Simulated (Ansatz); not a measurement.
Computed with Ansatz on PBE0-D4/def2-TZVP structures; ΔE is electronic, products minus reactants. CCSD(T)/CBS is the MP2 limit (def2-TZVPP, def2-QZVPP) plus CCSD(T) − MP2 in def2-TZVPP, frozen cores. Functionals use def2-TZVPP. def2 core potentials past Kr. For Te outer-core shells are correlated without core-valence functions, which leaves a few kJ/mol of doubt a bond. One conformer a species, not always the lowest.

`Cl[Si](Cl)(Cl)[TeH]` + `S[SiH2]Cl` → `Cl[SiH2]S[Si](Cl)(Cl)Cl` + H₂Te  (ligand exchange at the Si–Te bond)

```json
{"level": "r2SCAN-D4", "ΔE (eV)": "-0.09"}
{"level": "PBE0-D4", "ΔE (eV)": "-0.08"}
{"level": "B2PLYP", "ΔE (eV)": "-0.03"}
{"level": "PBE0", "ΔE (eV)": "0.00"}
{"level": "SCS-MP2/def2-TZVPP", "ΔE (eV)": "-0.08"}
{"level": "CCSD/def2-TZVPP", "ΔE (eV)": "-0.08"}
{"level": "HF/def2-QZVPP", "ΔE (eV)": "0.00"}
{"level": "HF/CBS(def2)", "ΔE (eV)": "0.00"}
```

**Question.** What does CCSD(T)/CBS give? (Best estimate.)

**Answer.** Computed: -0.05 eV. The listed levels differ from it by -0.04, -0.03, 0.02, 0.05, -0.03, -0.03, 0.05, 0.05 eV.

Largest T1 diagnostic among the species: 0.010.

The D4 term adds −0.13 eV with B3LYP and −0.08 eV with PBE0; it sums over pairs of atoms, weighted by their polarisabilities, and B3LYP, whose exchange is more repulsive, gets the larger term. In def2-TZVPP, CCSD(T) changes the Hartree–Fock value by −0.09 eV (the triples alone add −0.02 eV) and MP2 by −0.08 eV.

B3LYP here is the variant with VWN-RPA as its local correlation; programs differ in this.
